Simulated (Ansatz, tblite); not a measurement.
Forces on the cluster Ti3Cl3 at its PBE-D4/def2-SVP geometry. The state is a doublet with charge 0.

The xTB rows come from tblite. At PBE-D4/def2-TZVP the charge 0 doublet is spin-contaminated (final ⟨S²⟩ up to 1.83, 0.75 for a pure state). No other spin state of charge 0 was run. The geometry of the doublet was relaxed on an unsound state (⟨S²⟩ 1.82, where a pure state has 0.75). Another isomer (doublet) lies 0.04 eV lower at PBE-D4/def2-TZVP; other spin states weren't run for this one.

GFN1-xTB (tblite), largest force 28.63 eV/Å:

```xyz
6
positions Å, forces eV/Å
Ti    0.658    1.131   -0.264   -6.205   26.956   -7.395
Ti    1.103   -0.719    0.218    6.763  -26.998    6.682
Ti   -1.444   -0.302    0.169   -1.265   -0.555   -0.959
Cl    2.897    0.438   -0.992    0.361    0.038   -0.180
Cl   -2.997   -1.047   -1.263    0.663    0.340    0.695
Cl   -0.217    0.499    2.132   -0.317    0.220    1.156
```

GFN2-xTB (tblite), largest force 28.20 eV/Å:

```
Ti -4.937 26.687 -7.678
Ti 7.814 -26.373 6.169
Ti -3.140 -0.940 -0.697
Cl 0.046 -0.006 -0.051
Cl 0.732 0.335 0.613
Cl -0.514 0.297 1.644
```

PBE-D4/def2-TZVP (Ansatz), largest force 0.40 eV/Å:

```
Ti 0.099 0.387 -0.065
Ti 0.262 -0.288 0.111
Ti -0.111 0.029 0.215
Cl -0.178 -0.020 0.087
Cl -0.056 -0.026 -0.047
Cl -0.015 -0.082 -0.302
```
